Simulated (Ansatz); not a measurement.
Consider the redistribution: `N[SiH2]B(O)O` + `F[SiH2]F` → `N[SiH2][SiH2]F` + `OB(O)F`.

Calculated with Ansatz (gas phase, PBE0-D4/def2-TZVP geometries, no zero-point term in ΔE). CBS: MP2 limit from def2 TZ/QZ plus the TZ coupled-cluster correction, frozen cores. This one scheme is used for every species. Functionals use def2-TZVPP. B3LYP here is the variant with VWN-RPA as its local correlation; programs differ in this. HSE06 is defined as in plane-wave codes. One conformer a species, not always the lowest.

| level | ΔE (kcal/mol) | difference from CCSD(T)/CBS |
| --- | --- | --- |
| LDA (SPW92) | -1.3 | -1.7 |
| PBE-D4 | -1.4 | -1.8 |
| revPBE-D4 | -1.3 | -1.7 |
| BLYP-D4 | -0.4 | -0.8 |
| r2SCAN-D4 | -1.0 | -1.4 |
| B97M-V | -1.9 | -2.3 |
| PBE0-D4 | -2.4 | -2.8 |
| B3LYP-D4 | -1.3 | -1.7 |
| r2SCAN0-D4 | -1.9 | -2.3 |
| HSE06-D4 | -2.5 | -2.9 |
| BHLYP-D4 | -2.3 | -2.7 |
| ωB97X-V | -0.8 | -1.2 |
| ωB97M-V | -0.1 | -0.5 |
| B2PLYP | -0.3 | -0.7 |
| PBE-QIDH | -1.4 | -1.8 |
| PBE | -1.5 | -1.9 |
| revPBE | -1.9 | -2.3 |
| PBE0 | -2.5 | -2.9 |
| B3LYP | -1.4 | -1.8 |
| r2SCANh | -1.4 | -1.8 |
| r2SCAN0 | -1.9 | -2.3 |
| BHLYP | -2.1 | -2.5 |
| CAM-B3LYP | -1.0 | -1.4 |
| LC-ωPBE | -1.5 | -1.9 |
| RPA@PBE/def2-TZVPP | 0.9 | 0.5 |
| HF/def2-SVP | -10.7 | -11.1 |
| MP2/def2-SVP | -5.8 | -6.2 |
| CCSD/def2-SVP | -7.1 | -7.5 |
| CCSD(T)/def2-SVP | -6.5 | -6.9 |
| HF/def2-TZVPP | -4.2 | -4.6 |
| MP2/def2-TZVPP | 1.3 | 0.9 |
| SCS-MP2/def2-TZVPP | 0.9 | 0.5 |
| CCSD/def2-TZVPP | -0.7 | -1.1 |
| CCSD(T)/def2-TZVPP | 0.0 | -0.4 |
| HF/def2-QZVPP | -3.6 | -4.0 |
| MP2/def2-QZVPP | 1.6 | 1.2 |
| SCS-MP2/def2-QZVPP | 1.2 | 0.8 |
| HF/CBS(def2) | -3.6 | -4.0 |
| MP2/CBS(def2) | 1.6 | 1.2 |
| CCSD/CBS(def2) | -0.4 | -0.8 |
| CCSD(T)/CBS | 0.4 | 0 |

Largest T1 diagnostic among the species: 0.013.

Leaving LDA and LC-ωPBE aside and taking each functional with its dispersion term where it has one, the values spread over 2.4 kcal/mol, from HSE06-D4 to ωB97M-V. At CCSD(T), def2-SVP lies −6.9 kcal/mol from the extrapolated value and def2-TZVPP −0.4 kcal/mol. From BLYP to BHLYP (50 % exact exchange), in def2-TZVPP and without D4, ΔE moves by −1.5 kcal/mol.

CCSD(T)/CBS has its own doubt, a few kJ/mol and more with outer-core shells, so smaller differences from it don't rank the levels.
